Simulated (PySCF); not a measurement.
AlCl2(nPr), C3H7AlCl2.
Z-matrix (Å and degrees, PBE0-D3(BJ)/def2-SVP geometry), rows numbered from 1:
```
Al
Cl  1  2.0980
Cl  1  2.1005  2  117.02
C   1  1.9382  2  123.01  3   179.23
C   4  1.5332  1  114.02  2  -130.34
C   5  1.5209  4  113.15  1  -174.49
H   4  1.1071  1  107.08  2   108.14
H   4  1.1041  1  109.08  2    -5.83
H   5  1.1048  4  109.58  1    63.47
H   5  1.1039  4  109.87  1   -51.87
H   6  1.1019  5  110.93  4    60.47
H   6  1.1011  5  111.63  4  -179.35
H   6  1.1018  5  111.11  4   -58.98
```

Computed, not measured: TDDFT wB97X-D/def2-SVPD, vertical, gas phase, core orbitals frozen in the response (PySCF).

Computed states:

| state | E (eV) | f |
| --- | --- | --- |
| S1 | 6.30 | 0.0085 |
| S2 | 6.95 | 0.209 |
| S3 | 7.07 | 0.0001 |
| S4 | 7.42 | 0.010 |
| S5 | 7.63 | 0.0024 |
| S6 | 7.68 | 0.074 |
| S7 | 7.76 | 0.0070 |
| S8 | 8.02 | 0.046 |
| S9 | 8.06 | 0.017 |
| S10 | 8.13 | 0.084 |
| S11 | 8.17 | 0.043 |
| S12 | 8.44 | 0.0012 |
| S13 | 8.54 | 0.028 |
| S14 | 8.57 | 0.013 |
| S15 | 8.70 | 0.0034 |

Each state is given a Gaussian of 0.25 eV full width at half maximum, with ε(max) = 2.175×10⁸ f / Δν̃ (Δν̃ the width in cm⁻¹). The width is an assumption, not a result. The curve ends short of the highest state used, and states not computed would add to its high-energy end.

**Question.** What does the envelope look like, and where are its maxima?

**Answer.** 
| E (eV) | ε (L mol⁻¹ cm⁻¹) |
| --- | --- |
| 5.92 | 2 |
| 6.00 | 17 |
| 6.07 | 90 |
| 6.15 | 343 |
| 6.22 | 696 |
| 6.30 | 918 |
| 6.37 | 734 |
| 6.45 | 334 |
| 6.52 | 111 |
| 6.60 | 109 |
| 6.67 | 665 |
| 6.75 | 3697 |
| 6.82 | 10429 |
| 6.90 | 20038 |
| 6.97 | 22272 |
| 7.05 | 14763 |
| 7.12 | 6488 |
| 7.20 | 1621 |
| 7.27 | 698 |
| 7.35 | 1028 |
| 7.42 | 1603 |
| 7.50 | 2992 |
| 7.57 | 5598 |
| 7.65 | 8559 |
| 7.72 | 8379 |
| 7.80 | 5658 |
| 7.87 | 4861 |
| 7.95 | 8447 |
| 8.02 | 13989 |
| 8.10 | 17907 |

Maxima: 197 nm (6.30 eV), ε about 920, made up of S1 (100%); 178 nm (6.95 eV), ε about 23000, made up of S2 (100%); 161 nm (7.68 eV), ε about 8900, made up of S6 (90%) (ε in L mol⁻¹ cm⁻¹; maxima over ε = 5, shares over 10%). At its high-energy end, 8.10 eV, the curve is still rising (ε about 18000, from S8, S10 and S11).

**Question.** What would ε be at 6.95 eV, the highest of these maxima, with half the width (0.125 eV)?

**Answer.** About 45100 L mol⁻¹ cm⁻¹ against 22600, a factor of about 2.00; a lone state at its own centre would give exactly 2.

**Question.** Coming from long wavelengths, where does ε first pass 100 L mol⁻¹ cm⁻¹?

**Answer.** At about 204 nm (6.08 eV), 0.22 eV below S1.

**Question.** On this curve, what absorbance would a 10⁻⁵ mol/L sample give at 193 nm over a 1 cm path?

**Answer.** 193 nm is 6.424 eV, where ε is about 460 L mol⁻¹ cm⁻¹, so A = ε c l ≈ 0.0046 (Beer–Lambert, with the gas-phase spectrum and the assumed width).

Time: 2.0 min wall, 1.7 min CPU (grids of density and orbitals included); peak memory 0.92 GiB. Hardware: an Intel Xeon at 2.50 GHz with one thread, shared host with 64 logical CPUs at a one-minute load of 63.

One conformer stands for the species.
